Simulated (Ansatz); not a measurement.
A structure relaxed at PBE0-D4/def2-TZVP, charge 0, multiplicity 1:

```
atom   x (Å)   y (Å)   z (Å)
 Si1   1.842   0.738   0.165
  C2   1.220  -1.014   0.371
  C3   0.126  -1.212   1.427
 Si4  -1.434  -0.158   1.224
 Si5  -2.047   0.009  -1.027
 Ga6  -0.257   1.166  -2.160
  H7   0.776   1.616  -0.473
  H8   2.091   1.400   1.472
  H9   3.044   0.827  -0.694
 H10   2.094  -1.635   0.605
 H11   0.876  -1.351  -0.613
 H12   0.525  -1.009   2.427
 H13  -0.188  -2.261   1.435
 H14  -2.498  -0.714   2.106
 H15  -1.143   1.229   1.699
 H16  -3.349   0.730  -1.115
 H17  -2.254  -1.365  -1.573
 H18  -0.339   2.698  -2.499
 H19   0.914   0.306  -2.777
```

Q: Give its formula and SMILES.

A: C2H13GaSi3, `[SiH3]CC[SiH2][SiH2][GaH2]`.

Q: Point group (tolerance 0.08 Å, 0.16 Å for H)?

A: C1.

Q: Summarise the bond lengths by kind.

A: 2 × C–Si 1.871 to 1.894 Å; 7 × H–Si 1.481 to 1.521 Å; 1 × C–C 1.533 Å; 4 × C–H 1.095 to 1.097 Å; 1 × Si–Si 2.338 Å; 1 × Ga–Si 2.414 Å; 2 × Ga–H 1.571 to 1.578 Å.

All numbers were calculated with Ansatz.
